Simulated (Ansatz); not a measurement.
C$_{10}$H$_{10}$Cl$_{2}$Ti (`[Cl][Ti]12345678([Cl])([C@H]9[C@@H]1[C@@H]2[C@@H]3[C@H]94)[C@H]1[C@@H]5[C@@H]6[C@@H]7[C@H]18`). Total charge 0; spin multiplicity 1. The geometry is a stationary point of PBE0-D4/def2-TZVP.

```xyz
23

Cl    1.484   -0.367   -2.287
Ti    0.422   -0.353   -0.225
Cl    1.549   -2.174    0.668
C    -1.102   -1.758   -1.426
C    -1.477   -0.414   -1.659
C    -1.884    0.142   -0.439
C    -1.741   -0.851    0.562
C    -1.292   -2.030   -0.065
C     0.407    1.972    0.150
C     1.741    1.655   -0.172
C     2.241    0.802    0.821
C     1.227    0.620    1.791
C     0.103    1.352    1.387
H    -0.685   -2.432   -2.156
H    -1.411    0.103   -2.604
H    -2.233    1.150   -0.287
H    -1.965   -0.740    1.611
H    -1.061   -2.957    0.432
H    -0.250    2.600   -0.432
H     2.260    1.954   -1.067
H     3.204    0.318    0.816
H     1.297   -0.011    2.663
H    -0.833    1.420    1.918
```

Question: What is the dipole moment at ωB97M-V/def2-TZVPP? (Best estimate.)

Answer: The calculation gave: 5.05 D, with components (-3.58, 3.00, 1.91) D in this frame, pointing from negative to positive charge.

Question: And with PBE, r2SCAN, B3LYP? (Estimate.)

Answer: Ansatz gave: PBE 4.50 D, r2SCAN 4.75 D, B3LYP 4.85 D.

Question: Give the Mulliken charges with ωB97M-V, PBE, B3LYP in def2-TZVPP. (An estimate is asked.)

Answer: Ansatz gave: 
```csv
atom,ωB97M-V,PBE,B3LYP
Cl1,-0.21,-0.23,-0.28
Ti2,-0.08,-0.13,0.15
Cl3,-0.21,-0.23,-0.28
C4,-0.08,-0.06,-0.09
C5,-0.08,-0.07,-0.09
C6,-0.15,-0.13,-0.15
C7,-0.07,-0.06,-0.09
C8,-0.12,-0.11,-0.12
C9,-0.07,-0.06,-0.09
C10,-0.12,-0.11,-0.12
C11,-0.08,-0.06,-0.09
C12,-0.08,-0.07,-0.09
C13,-0.15,-0.13,-0.15
H14,0.16,0.15,0.15
H15,0.16,0.15,0.15
H16,0.14,0.14,0.14
H17,0.14,0.13,0.14
H18,0.16,0.15,0.16
H19,0.14,0.13,0.14
H20,0.16,0.15,0.16
H21,0.16,0.15,0.15
H22,0.16,0.15,0.15
H23,0.14,0.14,0.14
```

B3LYP here is the variant with VWN-RPA as its local correlation; programs differ in this.
